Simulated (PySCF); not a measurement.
## Two-component Hartree-Fock for Ta⁺ (tantalum, charge +1)

Start: [Xe] 4f14 5d3 6p1; 5d5/2 filled at m_j = +1/2, +3/2, +5/2; 6p3/2 filled at m_j = +3/2. Calculated with PySCF 2.14 in x2c-SVPall-2c with one added diffuse shell each of s, d type (8s9p10d2f, 99 functions): generalised Hartree-Fock with the X2C-1e Hamiltonian and a Gaussian nucleus; one run each with spin-orbit coupling (SO) switched off, then screened by Boettger's factors. This is a chosen level, not necessarily the ground level.

```tsv
spinor shell	electrons	ε, spin-free (eV)	ε, screened SO (eV)	weight of nominal j (screened SO)	rms radius, screened SO (bohr)
1s1/2	2	-67781.3	-67761.7	1.000	0.0212
2s1/2	2	-11793.5	-11787.4	1.000	0.0853
2p1/2	2	-10339.3	-11245.9	1.000	0.0726
3s1/2	2	-2770.4	-2768.5	1.000	0.218
3p1/2	2	-2330.3	-2528.0	1.000	0.210
3p3/2	4	-2330.3	-2248.3	1.000	0.225
3d3/2	4	-1811.1	-1846.3	1.000	0.199
3d5/2	6	-1811.1	-1786.0	1.000	0.203
4s1/2	2	-604.28	-603.80	1.000	0.488
4p1/2	2	-457.25	-503.19	1.000	0.497
4p3/2	4	-457.25	-438.25	1.000	0.530
4d3/2	4	-265.28	-272.44	1.000	0.557
4d5/2	6	-265.28	-260.24	1.000	0.569
5s1/2	2	-96.703	-96.738	1.000	1.19
5p1/2	2	-57.920	-64.230	0.971	1.37
5p3/2	4	-57.920	-55.359	0.984	1.40
4f5/2	6	-50.218	-51.195	0.990	0.703
4f7/2	8	-50.218	-49.275	0.993	0.706
5d5/2	3	-18.004	-17.902	0.625	2.27
6p3/2	1	-9.682	-9.552	1.000	4.51
```

Q: Where does 2p3/2 lie, and what is the 2p spin-orbit splitting (screened SO)?

A: At -9969.4 eV, 1276.5 eV above 2p1/2.

```tsv
quantity	spin-free	screened SO
E (hartree)	-15591.84518	-15609.09407
M_J	6	6
⟨J²⟩	42.007	42.007
⟨L²⟩	20.005	21.257
⟨S²⟩	6.002	5.647
```

Each row is a mean over spinors that exchange with the open shell spreads, by up to 5.553 eV (5p3/2).

Rows whose weight is well below 1 are mixtures of j = l ± 1/2: exchange outweighs spin-orbit coupling there, and the label is only the starting occupation.

Breit and QED terms are absent; they matter most for the inner s and p1/2 levels.

Densities and radii are taken from the X2C orbitals without a picture-change correction, which distorts them close to the nucleus.

Without spin-orbit coupling the j labels of p, d and f shells carry no meaning; the spin-free column gives the mean over the occupied spinors of each nl shell.
